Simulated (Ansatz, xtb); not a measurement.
# Relative energy of two isomers of BH6NSe

We compare I, `[BH3-][NH2+][SeH]`, a singlet, with II, `[NH3+][BH2-][SeH]`, a singlet. Both are isolated molecules in the gas phase, relaxed with r2SCAN-D4/def2-SVP; the shapes shown needn't be the lowest conformers.

I (Å):

```xyz
9

B    -3.2430   -0.0297   -0.2237
N    -1.9319    0.6041    0.5242
Se   -1.9049    0.4314    2.4452
H    -3.2372   -1.2214    0.0487
H    -3.0249    0.2036   -1.4085
H    -4.2060    0.5758    0.2243
H    -1.0855    0.1546    0.1650
H    -1.8656    1.6018    0.3061
H    -3.2010   -0.2640    2.4195
```

II (Å):

```xyz
9

B    -1.9892    0.5965    0.5947
N    -3.2895    0.2089   -0.3280
Se   -2.5554    0.3360    2.5361
H    -4.1068    0.7464   -0.0251
H    -3.1273    0.3922   -1.3234
H    -3.5321   -0.7795   -0.2203
H    -1.7947    1.7835    0.4071
H    -1.0881   -0.1381    0.2382
H    -2.3256   -1.1175    2.6044
```

Quicker runs give these differences E(II) − E(I): GFN2-xTB −110.2 kJ/mol; HF/STO-3G −118.4 kJ/mol (at GFN2-xTB geometries); r2SCAN-D4/def2-SVP//GFN2-xTB −170.2 kJ/mol.

Q: Estimate E(II) − E(I) at the level CCSD(T)/def2-TZVP.

A: Calculated at CCSD(T)/def2-TZVP: E(II) − E(I) = −162.6 kJ/mol, so structure II lies lower.

The same difference at several levels:

| level | geometry | E(II) − E(I) (kJ/mol) | departure from the last row (kJ/mol) | job, with rough time for the two |
| --- | --- | --- | --- | --- |
| GFN2-xTB | GFN2-xTB | −110.2 | +52.4 | optimisation, 0.14 s |
| HF/STO-3G | GFN2-xTB | −118.4 | +44.2 | single point, 0.28 s |
| r2SCAN-D4/def2-SVP//GFN2-xTB | GFN2-xTB | −170.2 | −7.6 | single point, 3 s |
| r2SCAN-D4/def2-SVP | r2SCAN-D4/def2-SVP | −171.8 | −9.1 | optimisation, 34 s |
| HF/def2-TZVP | r2SCAN-D4/def2-SVP | −175.2 | −12.6 | part of the CCSD(T) run |
| MP2/def2-TZVP | r2SCAN-D4/def2-SVP | −170.4 | −7.8 | part of the CCSD(T) run |
| CCSD(T)/def2-TZVP | r2SCAN-D4/def2-SVP | −162.6 |  | single point, 61 s |

As drawn, II has 1 B–Se, 1 N–H in place of 1 N–Se, 1 B–H.

The levels shown agree on the order. The largest departure from CCSD(T)/def2-TZVP is that of GFN2-xTB, 52.4 kJ/mol.

With harmonic frequencies from r2SCAN-D4/def2-SVP (ideal gas, rigid rotor, one conformer each, 298.15 K, 1 atm): on the last row, ΔE + ΔZPE = −154.1, ΔH = −154.3, ΔG = −153.3 kJ/mol.

The correlated steps freeze 11 core orbitals; the filled d shell of Se is correlated, in a basis made for valence electrons. Mirror images aren't counted in ΔG. Run with Ansatz 0.2.0, xtb 6.7.1; the last row on 2 threads of Arm Neoverse V1 on a shared host.
